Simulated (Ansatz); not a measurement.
`Sc1cnc(-c2cnc(-c3cnc(-c4cnc(S)s4)s3)s2)s1` with charge -1. Charge -1, multiplicity 2. Geometry PBE-D4/def2-SVP, that of the neutral singlet; atoms count from 1.

```xyz
28

S     2.051    4.355    6.988
C     1.774    3.337    5.581
C     2.448    2.206    5.130
N     1.971    1.644    3.987
C     0.929    2.297    3.513
C     0.205    1.945    2.319
C    -0.903    2.548    1.718
N    -1.364    1.974    0.581
C    -0.640    0.911    0.256
C    -0.901    0.100   -0.907
C    -1.915    0.288   -1.850
N    -1.964   -0.608   -2.866
C    -1.007   -1.516   -2.762
C    -0.807   -2.594   -3.694
C     0.139   -3.614   -3.723
N     0.054   -4.494   -4.761
C    -0.950   -4.178   -5.552
S    -1.392   -5.068   -7.003
S    -1.877   -2.759   -5.074
S     0.042   -1.302   -1.349
S     0.684    0.558    1.373
S     0.461    3.706    4.493
H     3.133    3.646    7.419
H     3.318    1.767    5.641
H    -1.401    3.445    2.119
H    -2.639    1.112   -1.782
H     0.930   -3.740   -2.968
H    -0.380   -5.964   -6.827
```

Single mean-field runs in def2-TZVP are fitted with def2-universal-jkfit.

Q: Estimate the Mulliken populations from the PBE0/def2-TZVP orbitals of Ansatz.

A: 
```tsv
atom	charge (e)	spin (α − β)
S1	-0.21	0.01
C2	0.03	0.09
C3	-0.15	-0.05
N4	-0.25	0.08
C5	0.09	0.00
C6	0.02	0.09
C7	-0.13	-0.01
N8	-0.23	0.01
C9	0.14	0.11
C10	-0.01	0.01
C11	-0.17	0.08
N12	-0.23	-0.04
C13	0.19	0.20
C14	-0.08	-0.07
C15	-0.18	0.18
N16	-0.24	-0.06
C17	0.08	0.13
S18	-0.22	0.02
S19	-0.01	0.04
S20	-0.09	0.07
S21	-0.04	0.08
S22	-0.06	0.04
H23	0.14	0.00
H24	0.11	0.00
H25	0.11	0.00
H26	0.12	0.00
H27	0.12	-0.01
H28	0.16	0.00
```
Mulliken values depend strongly on the basis.

Q: Where does the spin sit?

A: Summed by element: S 0.26, C 0.76, N -0.01, H -0.01, of 1 unpaired in all. Largest on single atoms: C13 0.20, C15 0.18, C17 0.13.

Q: And the Mayer bond orders between heavy atoms (over 0.3)?

A: S1–C2 1.07 (1.76 Å); C2–C3 1.58 (1.39 Å); C2–S22 1.17 (1.74 Å); C3–N4 1.35 (1.36 Å); N4–C5 1.58 (1.32 Å); C5–C6 1.07 (1.44 Å); C5–S22 1.19 (1.78 Å); C6–C7 1.42 (1.40 Å); C6–S21 1.17 (1.75 Å); C7–N8 1.48 (1.35 Å); N8–C9 1.45 (1.33 Å); C9–C10 1.12 (1.44 Å); C9–S21 1.22 (1.77 Å); C10–C11 1.43 (1.40 Å); C10–S20 1.18 (1.75 Å); C11–N12 1.46 (1.36 Å); N12–C13 1.50 (1.32 Å); C13–C14 1.08 (1.44 Å); C13–S20 1.19 (1.77 Å); C14–C15 1.47 (1.39 Å); C14–S19 1.19 (1.75 Å); C15–N16 1.36 (1.36 Å); N16–C17 1.61 (1.32 Å); C17–S18 1.08 (1.76 Å); C17–S19 1.23 (1.76 Å).
